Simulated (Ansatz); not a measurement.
The cluster Ca2O3H2, relaxed as a singlet with RKS B3LYP-D4/def2-SVP in Ansatz, starting from the GFN1-xTB geometry. Force threshold 0.02 eV/Å.

The structure comes from a short search, and lower isomers may exist.

Start:

Cartesian coordinates in Å:
```
Ca -0.704 -0.886 1.930
Ca 0.627 0.141 -1.016
O -1.356 0.807 2.547
O -0.067 -1.273 0.144
O 1.414 -0.091 -2.736
H -1.671 1.692 2.700
H 1.757 -0.390 -3.569
```

```
step  energy (eV)  largest force component (eV/Å)  SCF passes
   1  -43046.0202                           1.882          27
   2  -43046.5287                           0.583          31
   3  -43046.6368                           0.233          37
   4  -43046.6932                           0.284          31
   5  -43046.7425                           0.158          30
   6  -43046.7775                           0.133          31
   7  -43046.8003                           0.208          31
   8  -43046.8110                           0.491          30
   9  -43046.8281                           0.456          31
  10  -43046.8408                           0.565          30
  11  -43046.8506                           0.362          30
  12  -43046.8595                           0.012          30
  13  -43046.8617                           0.138          30
  14  -43046.8629                           0.056          30
  15  -43046.8633                           0.009          30
```

Force components are those of the run's own axes.

End:

```xyz
7

Ca   -0.995   -0.236    1.790
Ca    1.160    0.159   -1.677
O    -1.862    0.639    3.406
O     0.102   -0.053    0.067
O     1.793   -0.605   -3.451
H    -2.223    1.168    4.123
H     2.026   -1.072   -4.258
```

By distances, no bond broke or formed, bridged metal pairs apart. The bond that changes most is Ca2–O5, from 1.91 to 2.03 Å (atoms count from 1). Metal–metal contacts that move far: Ca1–Ca2 3.39 to 4.10 Å.

The force fell under the threshold at step 12, but the optimiser went on and released 0.004 eV more. No frequencies were taken in this run, so the end may be a saddle point.

Hardware: 4 threads of Arm Neoverse V2 on a shared host. Wall time 25 s.
